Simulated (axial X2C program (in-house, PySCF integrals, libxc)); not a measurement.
## Low determinants of MnSi⁺ at the PBE0 level, with spin–orbit coupling

All values were computed with an axial X2C code built on PySCF integrals. Two-component (2c) means X2C with spin–orbit coupling and atomic mean-field two-electron Coulomb and Gaunt terms. Basis: Mn dyall-cv3z [9s10p6d3f2g], Si dyall-v3z [8s7p2d1f] (cores contracted in-house); Gaussian nuclei, density fitting, unrestricted open shells. Masses: Mn 54.938 u, Si 27.977 u.

Search at 2.560 Å (vertical energies from the lowest determinant):

```json
{"ΔE (eV)": "0.00", "state": "Ω = 3", "electrons beyond evenly filled partner blocks": "ω = 1/2, ω = 5/2", "electrons in ±ω = 1/2, 3/2, 5/2, 7/2": "29 8 1 0"}
{"ΔE (eV)": "0.02", "state": "Ω = 1", "electrons beyond evenly filled partner blocks": "ω = -3/2, ω = 5/2", "electrons in ±ω = 1/2, 3/2, 5/2, 7/2": "28 9 1 0"}
{"ΔE (eV)": "0.30", "state": "Ω = 2", "electrons beyond evenly filled partner blocks": "ω = -1/2, ω = 5/2", "electrons in ±ω = 1/2, 3/2, 5/2, 7/2": "29 8 1 0"}
{"ΔE (eV)": "0.33", "state": "Ω = 4", "electrons beyond evenly filled partner blocks": "ω = 3/2, ω = 5/2", "electrons in ±ω = 1/2, 3/2, 5/2, 7/2": "28 9 1 0"}
{"ΔE (eV)": "0.80", "state": "Ω = 2", "electrons beyond evenly filled partner blocks": "2 × ω = 1/2, ω = -3/2, ω = 5/2", "electrons in ±ω = 1/2, 3/2, 5/2, 7/2": "28 9 1 0"}
{"ΔE (eV)": "1.46", "state": "Ω = 5", "electrons beyond evenly filled partner blocks": "2 × ω = 1/2, ω = 3/2, ω = 5/2", "electrons in ±ω = 1/2, 3/2, 5/2, 7/2": "28 9 1 0"}
{"ΔE (eV)": "1.91", "state": "Ω = 4", "electrons beyond evenly filled partner blocks": "3 × ω = 1/2, ω = 5/2", "electrons in ±ω = 1/2, 3/2, 5/2, 7/2": "29 8 1 0"}
```

Lowest determinant, Ω = 3 (⟨Sz⟩ = 2.00, ⟨Lz⟩ = 1.00 at PBE0): Re = 2.548 Å, ωe = 247.5 cm⁻¹.

The determinant in row 2 of the search, Ω = 1 (⟨Sz⟩ = 2.00, ⟨Lz⟩ = -1.00 at PBE0), was followed along the bond at PBE0; measured from the minimum of the lowest determinant it gives:

Te = 0.021 eV (171 cm⁻¹), Re = 2.549 Å, ωe = 247.6 cm⁻¹.

(1) Compare the bond of the determinant in row 2 with that of the lowest one.

The search compares states at one distance, so a state with another bond length can lie lower; it is not exhaustive and yields mostly the lowest determinant of each block pattern, so other components and higher states of one pattern are missing. These are energies of single determinants, not of spin-adapted states; PBE0 term energies can be off by some tenths of an eV, and the functional has no current term. Open-shell Ω = 0 determinants with evenly filled partner blocks cannot be reached by this program, so the Ω shown need not be the lowest component. The lowest determinant need not be the ground state where others lie within half an eV.

Results:

(1) At PBE0 its Re is 0.001 Å longer and its force constant, which goes as ωe², is 1.00 times that of the lowest determinant. T0 ≈ Te + Δωe/2 = 171 + (0) = 171 cm⁻¹.
